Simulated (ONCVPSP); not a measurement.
## Ta (Z = 73): one change to an ONCV potential, before and after

* Element: Ta (Z = 73)
* Generator: ONCVPSP 4.0.1
* Type: optimised norm-conserving Vanderbilt (ONCV)
* Functional: PBE
* Relativity: scalar-relativistic
* Frozen core: [Kr] 4d10 4f14
* Valence charge: 13
* Reference configuration: 5s2 5p6 5d3 6s1.5 6p0.5
* Partial waves: 5s+6s: rc 2.00 bohr, ncon 4, nbas 8, qcut 5.1 1/bohr, 2 projectors; 5p+6p: rc 1.80 bohr, ncon 4, nbas 8, qcut 7.9 1/bohr, 2 projectors; 5d: rc 1.95 bohr, ncon 4, nbas 7, qcut 5.8 1/bohr, 2 projectors, debl 2.3 Ha; f scattering state at 0.2 Ha: rc 1.55 bohr, ncon 5, nbas 8, qcut 7 1/bohr, 3 projectors, debl 0.8 Ha
* Local potential: polynomial inside 1.10 bohr (lpopt 2, dvloc0 2 Ha)
* Core correction: Teter function, fcfact 2.5, rcfact 1.35

Change: core correction Teter function, fcfact 6.4, rcfact 1.35.

Cutoffs: the cutoffs (Ha) at which the residual kinetic energy of the hardest occupied pseudo-wave falls to 1 and 0.1 mHa per electron; they do not see the model core or the augmentation charge, which bear on the density cutoff. Errors are all-electron minus pseudo energies relative to the spin-unpolarised reference configuration.

**Question.** How do hardness, ghosts and transferability respond?

**Answer.** The potential gets neither clearly harder nor softer (19 Ha and 23 Ha → 19 Ha and 23 Ha); both files keep a bound ghost (f); of the 4 tests that both files solve, the error grows in 2 and shrinks in 0 by more than 15 % and 0.3 meV (median size 1.8 → 3.2 meV). A model core, the more so a compact one, raises the density cutoff, which this test does not measure.

| quantity | base | changed |
| --- | --- | --- |
| cutoff, loose | 19 Ha | 19 Ha |
| cutoff, tight | 23 Ha | 23 Ha |
| bound ghosts | f | f |
| GHOST(+) flags under 300 eV | none | none |
| error for 5s2 5p6 5d3 6s2 6p0, meV [ΔE -2.06 eV] | +0.5 | +0.3 |
| error for 5s2 5p6 5d3 6s1 6p0, meV [ΔE 6.41 eV] | -1.8 | -2.0 |
| error for 5s2 5p6 5d3 6s0 6p0, meV [ΔE 21.38 eV] | -1.7 | -4.4 |
| error for 5s2 5p6 5d4 6s0 6p0, meV [ΔE 7.85 eV] | -15 | -19 |
| s: phases at 2.03 bohr within 0.05 rad from the reference energy up to (Ha; the scan ends near 5) | 4.1 | 4.1 |
| p: phases at 1.83 bohr within 0.05 rad from the reference energy up to (Ha; the scan ends near 5) | to the end of the scan | to the end of the scan |
| d: phases at 1.98 bohr within 0.05 rad from the reference energy up to (Ha; the scan ends near 5) | to the end of the scan | to the end of the scan |
| f: phases at 1.58 bohr within 0.05 rad from the reference energy up to (Ha; the scan ends near 5) | to the end of the scan | to the end of the scan |
| rms error of d²Exc/dni dnj with the model core, mHa | 1.69 | 1.09 |

 A true bound ghost makes a file unfit for plane-wave use even where its test errors are small: the radial tests pick states by their node count and pass the ghost by.
